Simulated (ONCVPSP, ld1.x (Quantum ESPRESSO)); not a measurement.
Hardness and transferability of assorted potentials

Generated with ld1.x 7.5 (TM, RRKJ, ultrasoft, PAW), atompaw 4.2 or ONCVPSP 4.0.1. The cutoff is in Ry: for ld1.x and atompaw files where the sum of valence levels is converged to 10 mRy in a Bessel basis, for ONCV files where the hardest occupied wave has 1 mHa per electron of residual kinetic energy. The error is the largest all-electron minus pseudo excitation energy over each file’s own four to seven test configurations (ionisations up to +4, promotions, holes and added fractions of an electron), all of which were solved. The labels leave out finer settings (local radius, basis sizes, second energies), which also bear on the numbers. Spin-polarised tests are not counted. The rows are a selection from randomly drawn settings: files with unsolved tests, undetermined cutoffs or missed reference levels are left out.

A true bound ghost makes a file unfit for plane-wave use even where its test errors are small: the radial tests pick states by their node count and pass the ghost by.

```csv
element,potential,cutoff (Ry),largest error (meV),bound ghosts
Si,"ONCV, PBE, scalar-relativistic, rc 0.90/1.05/1.00 (spd), local smoothed, core correction yes, reference 2s2 2p6 3s2 3p1.5, qcut 14.8/16.1/11.3, projectors 2/2/2",175,+1.6,none
Fe,"ONCV, BLYP, fully relativistic, rc 1.35/1.25/1.35/1.20 (spdf), local f, core correction no, reference 3s2 3p6 3d7 4s1, qcut 8.4/9/9.1/9.8, projectors 2/2/1/0",82,-133,none
Ni,"ONCV, PBE, fully relativistic, rc 1.50/1.05/1.40 (spd), local smoothed, core correction no, reference 3s2 3p6 3d8 4s1.75, qcut 8.9/15/12.9, projectors 2/2/2",117,+9.6,none
Ge,"ONCV, PBE, scalar-relativistic, rc 0.95/1.05/1.35 (spd), local smoothed, core correction yes, reference 3s2 3p6 3d10 4s1 4p3, qcut 13.4/11.8/14, projectors 2/2/2",146,-324,none
Kr,"ONCV, PBEsol, fully relativistic, rc 1.35/1.35/0.95 (spd), local smoothed, core correction no, reference 3d10 4s2 4p5.75, qcut 2.8/4.7/14.1, projectors 2/1/2",201,+24,none
Ce,"ONCV, PBEsol, scalar-relativistic, rc 2.80/2.65/4.00/1.05 (spdf), local smoothed, core correction yes, reference 4f1 5s2 5p6 5d1 6s2, qcut 4.2/6.3/3.9/16.6, projectors 3/2/2/1",214,+48,"s, p"
Hf,"ultrasoft, PW91, non-relativistic, rc 3.40/4.55/1.80 (spd), local smoothed, core correction yes, reference 5d2 6s2 6p0",25,-309,none
```

Q: Fill in the row for Lu: ONCV, PBE, scalar-relativistic, rc 1.80/2.35/3.50/1.10 (spdf), local smoothed, core correction yes, reference 4f14 5s2 5p6 5d1 6s1.5 6p0.5, qcut 7.2/5.8/4.1/16.8, projectors 2/2/2/1.

A: cutoff 231 Ry, largest error -19 meV, bound ghosts: none.

Q: Fill in the row for Mo: ONCV, LDA (Perdew-Wang 92), scalar-relativistic, rc 1.65/2.30/1.75 (spd), local smoothed, core correction yes, reference 4s2 4p6 4d5 5s0.5 5p0.5, qcut 6.8/7.6/6.4, projectors 2/2/1.

A: cutoff 36 Ry, largest error -1.3 meV, bound ghosts: none.

Q: Fill in the row for Zn: ONCV, PBE, fully relativistic, rc 1.10/0.90/0.95 (spd), local smoothed, core correction no, reference 3s2 3p6 3d10 4s0.5, qcut 10.1/12/16.2, projectors 2/1/3.

A: cutoff 210 Ry, largest error +32 meV, bound ghosts: none.
